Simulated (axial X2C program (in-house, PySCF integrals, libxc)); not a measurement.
## What spin–orbit coupling does to LiTl⁺

Calculated with an in-house relativistic program for diatomic molecules. Spin-free means the one-electron spin-free X2C Hamiltonian; two-component (2c) means X2C with spin–orbit coupling and atomic mean-field two-electron Coulomb and Gaunt terms, so the difference of the two also holds small scalar two-electron terms. Basis: Tl dyall-cv3z [12s14p10d7f1g], Li dyall-cv3z [7s8p2d] (cores contracted in-house); Gaussian nuclei, density fitting, unrestricted open shells. Masses: Tl 204.974 u, Li 7.016 u.

Spin-free state: M_S = 1/2, Λ = 0 (beyond evenly filled blocks: σα); fragments Tl+ + Li.

```tsv
level	Re (Å)	ωe (cm⁻¹)	De (eV)	μ (D)
PBE0	3.303	172.1	1.287	9.05
HF	3.369	169.6	1.001	9.35
MP2	3.339	175.4	1.200	n/a
CCSD	3.298	181.3	1.234	n/a
CCSD(T)	3.298	181.5	1.238	n/a
B3LYP	3.317	166.2	1.281	9.04
```

Correlated methods: 13 electrons correlated (number of frozen shells: Tl 5 s, 4 p, 2 d, 1 f; Li 1 s), 249 virtual spin orbitals or spinors in MP2, 89 natural virtuals in coupled cluster.

Dipoles are positive if Li is the positive end and refer to the centre of mass.

Two-component determinant lowest at the distance of the search:

Ω = 1/2 (⟨Sz⟩ = 0.37, ⟨Lz⟩ = 0.13 at HF); fragments Tl + Li+.

| level | Re (Å) | ωe (cm⁻¹) | De (eV) | μ (D) |
| --- | --- | --- | --- | --- |
| PBE0 | 3.223 | 169.0 | 0.965 | 9.54 |
| HF | 3.216 | 176.2 | 0.846 | 9.91 |
| MP2 | 3.238 | 170.9 | 0.780 | n/a |
| CCSD | 3.195 | 181.1 | 0.810 | n/a |
| CCSD(T) | 3.200 | 180.6 | 0.808 | n/a |
| B3LYP | 3.229 | 160.7 | 0.910 | 9.63 |

From the two tables, how do the constants change at the CCSD(T) level (2c against spin-free)?

At the CCSD(T) level Re decreases by 0.098 Å and ωe drops by 0.9 cm⁻¹; De is not compared, since the atomic limits differ or miss part of their spin–orbit lowering.

One determinant describes the state; a PBE0 search over occupations chose it and may have missed a lower one. Dissociation energies refer to the lowest single-determinant-based atoms at the same level and basis. Density functionals use the spin component along the axis (collinear). Coupled cluster ran in a truncated set of natural virtual spinors; the MP2 energy of the rest was added. (T) has no such correction and the atoms are truncated less, which lowers De at CCSD(T) by a hundredth of an eV or more. Without a current term, density functionals place determinants with orbital angular momentum somewhat too high.
